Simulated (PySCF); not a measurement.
A side-by-side comparison of computed properties.

First species: Si(NCS)2H2, C₂H₂N₂S₂Si.
Geometry (PBE0-D3(BJ)/def2-SVP, Å), atoms numbered from 1 in this order:
```
atom  x, y, z in Å
Si1   -0.8303   -0.0039   -0.5767
N2    -0.7838   -0.0081    1.1404
C3    -0.7117   -0.0123    2.3349
S4    -0.6234   -0.0176    3.9025
N5     0.7809   -0.0041   -1.1721
C6     1.9193   -0.0076   -1.5411
S7     3.4104   -0.0118   -2.0331
H8    -1.5128    1.2297   -1.0373
H9    -1.5157   -1.2337   -1.0432
```

Second species: C₅H₇FO₂.
Numbering: `[CH2:1]=[CH:2][O:3][C:4](=[O:5])[CH2:6][CH2:7][F:8]` (hydrogens: H9, H10 on C1; H11 on C2; H12, H13 on C6; H14, H15 on C7)

Levels: CAM-B3LYP/def2-SVPD for dipole moment, HOMO energy, LUMO energy, HOMO–LUMO gap, static isotropic polarisability and electronic spatial extent ⟨r²⟩ about the centre of nuclear charge; TDDFT CAM-B3LYP/def2-SVPD for lowest singlet excitation; PBE0-D3(BJ)/def2-SVP for rotational constant A and rotational constant C. Geometries: PBE0-D3(BJ)/def2-SVP. Each species is one conformer at its optimised geometry, gas phase, non-relativistic unless stated. Electronic properties by PySCF.

The conformers computed, where there is a choice (atom-mapped SMILES and torsion angles):
- `[CH2:1]=[CH:2][O:3][C:4](=[O:5])[CH2:6][CH2:7][F:8]`: C1–C2–O3–C4 -179°, C2–O3–C4–O5 0°, O3–C4–C6–C7 179°, C4–C6–C7–F8 180°

| property | column X | column Y |
| --- | --- | --- |
| dipole moment | 1.82 D | 2.16 D |
| HOMO energy | -8.95 eV | -8.98 eV |
| LUMO energy | 0.35 eV | -0.24 eV |
| HOMO–LUMO gap | 9.30 eV | 8.74 eV |
| lowest singlet excitation | 5.89 eV | 4.88 eV |
| static isotropic polarisability | 70.9 au | 114.2 au |
| electronic spatial extent ⟨r²⟩ about the centre of nuclear charge | 1420 bohr² | 2282 bohr² |
| rotational constant A | 7.545 GHz | 2.929 GHz |
| rotational constant C | 0.745 GHz | 0.429 GHz |

Question: Which column belongs to which species?

Answer: Column X is the second species and column Y the first. The first has 9 atoms and 74 electrons, the second 15 and 62.

Question: How does each property change from the first species to the second?

Answer: dipole moment -0.34 D; HOMO energy +0.03 eV; LUMO energy +0.59 eV; HOMO–LUMO gap +0.56 eV; lowest singlet excitation +1.01 eV; static isotropic polarisability -43.3 au; electronic spatial extent ⟨r²⟩ about the centre of nuclear charge -862 bohr²; rotational constant A +4.616 GHz; rotational constant C +0.316 GHz.

On the first: The polarisability is 16.93 Å³ as a volume (1 au = 0.148185 Å³), or 1.54 au for each of the 74 electrons. The principal polarisabilities are 70.9, 108.4 and 163.4 au; their mean is the isotropic value.

On the second: The dipole matches unit charges of opposite sign 0.38 Å apart (1 e·Å = 4.8032 D). In wavenumbers S1 is 47500 cm⁻¹ (1 eV = 8065.54 cm⁻¹).
